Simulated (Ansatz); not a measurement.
C₂H₃AlF₃N, SMILES `CC#[N+][Al-]([F])([F])[F]` at its PBE0-D4/def2-TZVP geometry, where that method's forces vanish. The species carries charge 0 and has multiplicity 1.

| atom | x (Å) | y (Å) | z (Å) |
| --- | --- | --- | --- |
| C1 | 1.0677 | -0.2634 | 1.9148 |
| C2 | 0.3713 | -0.0917 | 0.6665 |
| N3 | -0.1805 | 0.0445 | -0.3230 |
| Al4 | -1.1358 | 0.2802 | -2.0369 |
| F5 | -2.6443 | 0.6843 | -1.4957 |
| F6 | -0.9641 | -1.2264 | -2.6947 |
| F7 | -0.2452 | 1.4928 | -2.7214 |
| H8 | 1.7955 | 0.5401 | 2.0387 |
| H9 | 1.5839 | -1.2248 | 1.9140 |
| H10 | 0.3516 | -0.2357 | 2.7376 |

Q: For each bond, give half the difference of the two atoms' forces along it (eV/Å; positive pushes the atoms apart) under PBE-D4, r2SCAN-D4, B3LYP-D4, ωB97M-V in def2-TZVPP. (Estimate.)

A: The calculation gave: 
```csv
bond,length (Å),PBE-D4,r2SCAN-D4,B3LYP-D4,ωB97M-V
C1–C2,1.440,-0.81,-0.34,0.15,0.49
C1–H8,1.091,0.14,0.00,-0.06,-0.13
C1–H9,1.091,0.14,0.00,-0.06,-0.13
C1–H10,1.091,0.14,0.00,-0.05,-0.13
C2–N3,1.141,1.48,0.64,-0.06,-0.42
N3–Al4,1.976,-0.82,-0.35,-0.03,0.20
Al4–F5,1.653,0.27,0.03,0.08,0.05
Al4–F6,1.653,0.27,0.03,0.07,0.05
Al4–F7,1.653,0.27,0.03,0.07,0.05
```

B3LYP here is the variant with VWN-RPA as its local correlation; programs differ in this.

All numbers were calculated with Ansatz.
